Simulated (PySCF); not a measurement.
**Stretching CuS**

Set-up: basis Cu cc-pVDZ-PP with ECP10, S cc-pV(D+d)Z; scalar-relativistic core potentials; PySCF 2.14. Energies in eV from Cu (3d10 4s1) + S in their ground configurations at the same level. State: ²Π (doublet), unpaired electrons π ↑.

All columns are PBE0. A positive dipole means Cu(−)S(+).

```tsv
R (Å)	E (eV)	μ (D)	Mulliken charge on Cu (basis-dependent)	HOMO (eV)	LUMO (eV)	Mayer bond order	⟨S²⟩
1.768	-2.028	-3.58	0.16	-6.22	-3.73	1.94	0.75
1.850	-2.565	-3.74	0.18	-6.17	-3.69	1.79	0.76
1.933	-2.851	-3.88	0.20	-6.14	-3.65	1.65	0.76
1.994	-2.949	-3.98	0.22	-6.11	-3.61	1.55	0.76
2.056	-2.975	-4.07	0.23	-6.09	-3.57	1.46	0.76
2.118	-2.947	-4.16	0.24	-6.06	-3.53	1.39	0.76
2.200	-2.850	-4.28	0.26	-6.03	-3.46	1.29	0.76
2.303	-2.669	-4.44	0.27	-6.00	-3.38	1.20	0.76
2.426	-2.402	-4.64	0.29	-5.95	-3.29	1.12	0.76
2.591	-2.017	-4.90	0.31	-5.88	-3.17	1.04	0.77
```

A fit through these points gives, at Re = 2.051 Å, μ = -4.06 D and dμ/dR = -1.48 D/Å; the reduced mass is 21.2 u.

Q: How strong is the fundamental in the double-harmonic approximation, I = 42.26·(dμ/dR)²/μred km/mol?

A: I = 42.26·(-1.48)²/21.2 = 4.37 km/mol at PBE0.

The state is the lowest single determinant that the PBE0 search found; with open d or f shells the true ground state can be another one.
